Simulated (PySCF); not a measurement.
V⁵⁺ (vanadium, charge +5) across methods

[Ar], closed-shell 1S. Calculation: PySCF 2.14, in an even-tempered Gaussian basis (20 s from 0.19 bohr⁻², ratio 2.5; 13 p from 0.24 bohr⁻², ratio 2.5; 5 d from 2.8 bohr⁻², ratio 2.7; 5 f from 4.1 bohr⁻², ratio 2.7); scalar relativity by spin-free X2C-1e.

```tsv
method	E (hartree)	mean ε 2p (eV)	mean ε 3s (eV)	mean ε 3p (eV)	Σ⟨r²⟩ (bohr²)	⟨S²⟩
LDA	-940.918	-584.74	-144.29	-117.40	8.881	0.000
r2SCAN	-943.133	-590.23	-146.86	-118.41	8.863	0.000
PBE0	-942.972	-596.25	-149.58	-120.53	8.863	0.000
PBE	-942.921	-584.95	-144.66	-117.42	8.865	0.000
revPBE	-943.070	-584.85	-144.71	-117.41	8.860	0.000
UHF	-942.35718	-628.83	-162.83	-128.40	8.892	0.000
```

Question: Estimate the same row for M06.

Answer: E (hartree) = -943.179; mean ε 2p (eV) = -597.80; mean ε 3s (eV) = -149.67; mean ε 3p (eV) = -120.51; Σ⟨r²⟩ (bohr²) = 8.840; ⟨S²⟩ = 0.000.
